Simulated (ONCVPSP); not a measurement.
## Before and after: ONCV potential for Ga (Z = 31)

| Quantity | Value |
| --- | --- |
| Element | Ga |
| Generator | ONCVPSP 4.0.1 |
| Type | optimised norm-conserving Vanderbilt (ONCV) |
| Functional | PBE |
| Relativity | scalar-relativistic |
| Frozen core | [Ar] |
| Valence charge | 13 |
| Reference configuration | 3d10 4s2 4p1 |
| Partial waves | 4s: rc 1.80 bohr, ncon 4, nbas 9, qcut 3 1/bohr, 2 projectors, debl 2.9 Ha; 4p: rc 2.35 bohr, ncon 4, nbas 7, qcut 3.1 1/bohr, 2 projectors, debl 1.3 Ha; 3d: rc 0.80 bohr, ncon 5, nbas 9, qcut 18.4 1/bohr, 2 projectors, debl 0.5 Ha |
| Local potential | polynomial inside 0.65 bohr (lpopt 5, dvloc0 0 Ha) |
| Core correction | none |

In the d channel the program set the typed energies aside and used -0.704, 0.250 Ha.

Change: all radii scaled by about 0.95 (s 1.70, p 2.22, d 0.76 bohr); local potential polynomial inside 0.62 bohr (lpopt 5, dvloc0 0 Ha).

Cutoffs: the cutoffs (Ha) at which the residual kinetic energy of the hardest occupied pseudo-wave falls to 1 and 0.1 mHa per electron; they do not see the model core or the augmentation charge, which bear on the density cutoff. Errors are all-electron minus pseudo energies relative to the spin-unpolarised reference configuration.

**Question.** Predict the effect on cutoff, ghosts and configuration errors.

**Answer.** The potential gets harder (149 Ha and 170 Ha → 156 Ha and 301 Ha); both files keep a bound ghost (p, s); of the 3 tests that both files solve, the error grows in 1 and shrinks in 0 by more than 15 % and 0.3 meV (median size 1.8 → 1.7 meV). A smaller radius makes the pseudo-wave follow the all-electron one further in, where it bends more sharply, so more plane waves are needed.

| quantity | base | changed |
| --- | --- | --- |
| cutoff, loose | 149 Ha | 156 Ha |
| cutoff, tight | 170 Ha | 301 Ha |
| loose cutoff by channel | s 23 Ha, p 2.5 Ha, d 149 Ha | s 24 Ha, p 2.9 Ha, d 156 Ha |
| bound ghosts | s, p | s, p |
| GHOST(+) flags under 300 eV | none | s at 189.3 eV |
| tests with a reliable result | 3 of 4 | 3 of 4 |
| error for 3d10 4s2 4p0, meV [ΔE 5.69 eV] | -0.9 | -0.7 |
| error for 3d10 4s1 4p0, meV [ΔE 26.82 eV] | +5.7 | +7.6 |
| error for 3d10 4s1 4p1, meV [ΔE 13.06 eV] | +1.8 | +1.7 |

 A true bound ghost makes a file unfit for plane-wave use even where its test errors are small: the radial tests pick states by their node count and pass the ghost by.
